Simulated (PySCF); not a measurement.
## AsC⁻: frontier orbitals

PBE0 at R = 1.704 Å; basis As def2-SVPD, C def2-SVPD; no relativity; PySCF 2.14. State: ¹Σ⁺ (singlet), closed shell. Only the outer orbitals are listed, counted within each symmetry.

| orbital | occ. | ε (eV) | on As (%) | main shells (%) |
| --- | --- | --- | --- | --- |
| 8σ | 2 | -12.11 | 57 | 50 As s, 37 C s |
| 9σ | 2 | -5.34 | 63 | 44 As s, 37 C s, 19 As p |
| 4π | 2 | -0.85 | 64 | 63 As p, 36 C p |
| 4π | 2 | -0.85 | 64 | 63 As p, 36 C p |
| 10σ | 2 | -0.59 | 31 | 42 C p, 29 As p, 26 C s |
| 5π | 0 | 4.89 | 54 | 41 C p, 30 As p, 25 As d |
| 5π | 0 | 4.89 | 54 | 41 C p, 30 As p, 25 As d |
| 11σ | 0 | 5.95 | 110 | 110 As s |

Which are the highest filled and the lowest empty level, where do they sit, and how wide is the gap?

Highest filled 10σ at -0.59 eV (in %: 42 C p, 29 As p, 26 C s); lowest empty 5π at 4.89 eV (in %: 41 C p, 30 As p, 25 As d); the gap at PBE0 is 5.48 eV. An empty level above zero is unbound, and its energy depends on the basis.

```json
{"bond order (Mayer)": "2.65", "⟨S²⟩": "0.000", "charge on As (Mulliken, basis-dependent)": "-0.60", "charge on As (Löwdin, basis-dependent)": "-0.19", "dipole moment (positive dipole points towards C; it is taken about the centre of mass and depends on that origin)": "-4.19 D", "polarisability along the bond": "76.6 bohr³", "polarisability across the bond": "41.9 bohr³"}
```

Shares are Mulliken populations and can fall outside 0 to 100 %.
